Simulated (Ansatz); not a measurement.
Start from `[F][SnH2][SH]` and change one atom or group to get `[SiH3][SnH2][SH]`.

Ansatz, PBE0-D4/def2-TZVP geometries, multiplicity 1. Each molecule was computed in one conformer, which needn't be the lowest.

Elements past krypton have def2 core potentials.

```
                                      property  `[F][SnH2][SH]`
           LUMO energy (B3LYP/def2-TZVPP) / eV            -1.23
             HOMO energy (PBE/def2-TZVPP) / eV            -6.63
       HOMO–LUMO gap (ωB97M-V/def2-TZVPP) / eV            11.01
            LUMO energy (PBE0/def2-TZVPP) / eV            -0.91
zero-point energy (PBE0-D4/def2-TZVP) / kJ/mol             65.3
             LUMO energy (PBE/def2-TZVPP) / eV            -1.84
```

Problem. Give the same properties after the change, and the shifts. (An estimate is asked.)

Solution. The calculation gave: 
```tsv
property	`[SiH3][SnH2][SH]`	shift
LUMO energy (B3LYP/def2-TZVPP) / eV	-0.97	0.26
HOMO energy (PBE/def2-TZVPP) / eV	-5.97	0.66
HOMO–LUMO gap (ωB97M-V/def2-TZVPP) / eV	10.27	-0.74
LUMO energy (PBE0/def2-TZVPP) / eV	-0.75	0.16
zero-point energy (PBE0-D4/def2-TZVP) / kJ/mol	123.6	58.3
LUMO energy (PBE/def2-TZVPP) / eV	-1.55	0.29
```

With PBE0 the HOMO rises by 0.71 eV and the LUMO rises by 0.16 eV, so the gap narrows by about 0.55 eV. PBE moves the HOMO by 0.66 eV and ωB97M-V by 0.72 eV. The zero-point energy changes by 58.3 kJ/mol with +9 modes.

B3LYP here is the variant with VWN-RPA as its local correlation; programs differ in this.
